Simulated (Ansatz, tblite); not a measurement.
Cost and result up the ladder for Re4 (4 atoms). Total charge 0; singlet. Geometry: PBE-D4/def2-SVP.

```xyz
4

Re   -0.988   -0.419    1.189
Re   -0.182   -1.447   -0.661
Re    0.182    1.447    0.661
Re    0.988    0.419   -1.189
```

Ansatz on 2 threads of Intel Xeon Platinum 8375C on a shared host; xTB runs through tblite on one thread. Times are rough, summed over both states, and most runs start from the orbitals of an earlier one. No level here is sound enough to serve as a yardstick. The other state is a triplet at its own geometry.

In the def2 sets Re takes a core potential; there is no spin–orbit coupling. The xTB rows come from tblite. Correlated methods freeze no core orbitals; core or outer-core shells of Re are correlated, in sets that lack core-valence functions. The structure comes from a short search, and lower isomers may exist.

Run but left out: HF/def2-TZVP, B2PLYP/def2-TZVP, PBE-QIDH/def2-TZVP (singlet: restricted singlet, unstable towards broken spin symmetry); r2SCAN-D4/def2-TZVP, B3LYP-D4/def2-TZVP, PBE0-D4/def2-TZVP, CAM-B3LYP-D4/def2-TZVP (triplet: ⟨S²⟩ 2.78 to 3.90, where a pure state has 2.00); BHLYP-D4/def2-TZVP (singlet: restricted singlet, unstable in another Hartree–Fock run and untested here).

Correlated methods converge slowly with the basis.

xTB has no spin-polarisation term.

```
            level  functions  wall time  triplet − singlet (eV)                                  remarks
         GFN1-xTB         36    0.017 s                   -0.44                                        –
         GFN2-xTB         36    0.038 s                   -0.05                                        –
 PBE-D4/def2-TZVP        160       21 s                    0.32  restricted SCF unstable in HF (singlet)
RPA@PBE/def2-TZVP        160       30 s                    0.44  restricted SCF unstable in HF (singlet)
```
